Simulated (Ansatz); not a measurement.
F$_{3}$S, charge +1, singlet, geometry from GFN2-xTB. Base run: HF/def2-SVP (Ansatz, a first-principles code).

The Ansatz input:
Ansatz 0.2 input:
```yaml
crystal:
  periodic: [false, false, false]
  atoms:
    - {symbol: F, position_ang: [1.38558041, 0.00209355, -0.17468189]}
    - {symbol: S, position_ang: [-0.04072101, -0.02695107, 0.48598254]}
    - {symbol: F, position_ang: [-0.65005031, 1.20423314, -0.27858276]}
    - {symbol: F, position_ang: [-0.66313718, -1.15841368, -0.41070430]}
basis:
  gaussian:
    orbitals: def2-SVP
hamiltonian:
  xc: hf
total_charge: 1
```

The base run was repeated with changes; each row names its change, and settings that it needs were set with it.

```csv
change,basis functions,E (Eh)
base,60,-695.01949
basis = 6-31G,40,-695.16319
basis = cc-pVDZ,60,-695.40682
basis = 6-31G*,64,-695.39770
basis = cc-pV(D+d)Z,65,-695.42361
basis = aug-cc-pVDZ,96,-695.45358
basis = 6-311++G**,97,-695.47912
"basis = 6-311+G(2d,p)",116,-695.52118
basis = cc-pV(T+d)Z,129,-695.58007
basis = def2-TZVPP,135,-695.59218
basis = aug-cc-pVTZ,188,-695.57816
basis = def2-QZVPP,241,-695.62018
basis = def2-QZVP,241,-695.62018
```

Totals compare only among sets that treat the same electrons; sets with core potentials leave the core out.
